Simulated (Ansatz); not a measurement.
Stepwise reaction of `[F][GeH]([F])[F]` with water, as a gas-phase model of exchange steps in deposition or etching. ΔE in kJ/mol; ΔG adds harmonic PBE0-D4 terms to CCSD(T)/CBS, at 1 bar.

Calculated with Ansatz (gas phase, PBE0-D4/def2-TZVP geometries, no zero-point term in ΔE). CCSD(T)/CBS adds triple-zeta CCSD(T) − MP2 to the extrapolated MP2 energy (def2 sets, frozen cores). This one scheme is used for every species. Functionals use def2-TZVPP. B3LYP here is the variant with VWN-RPA as its local correlation; programs differ in this. For Ge outer-core shells are correlated without core-valence functions, which leaves a few kJ/mol of doubt a bond. Scalar relativity is left out up to krypton. Each species was taken in one conformer, which may not be the lowest.

| step | reaction | PBE-D4 | B3LYP-D4 | ωB97M-V | CCSD(T)/CBS | ΔG(500 K) |
| --- | --- | --- | --- | --- | --- | --- |
| 1 | `[F][GeH]([F])[F]` + H₂O → `[OH][GeH]([F])[F]` + H–F | 19.5 | 20.5 | 20.4 | 16.5 | 12.7 |
| 2 | `[OH][GeH]([F])[F]` + H₂O → `[OH][GeH]([OH])[F]` + H–F | 27.8 | 29.5 | 29.1 | 24.8 | 25.5 |
| 3 | `[OH][GeH]([OH])[F]` + H₂O → `[OH][GeH]([OH])[OH]` + H–F | 33.6 | 35.2 | 34.7 | 30.0 | 29.5 |

By hand: ΔE of the 3 steps together at CCSD(T)/CBS.

(16.5) + (24.8) + (30.0) = 71.3 kJ/mol, or 23.8 kJ/mol a step.

In ΔE each step is higher than the one before. All are uphill at CCSD(T)/CBS. ΔG lies between 12.7 and 29.5 kJ/mol a step. PBE-D4 differs from CCSD(T)/CBS by 3.0 to 3.6 kJ/mol a step. Isolated molecules leave out the surface, adducts and barriers. Largest T1 diagnostic: 0.012.
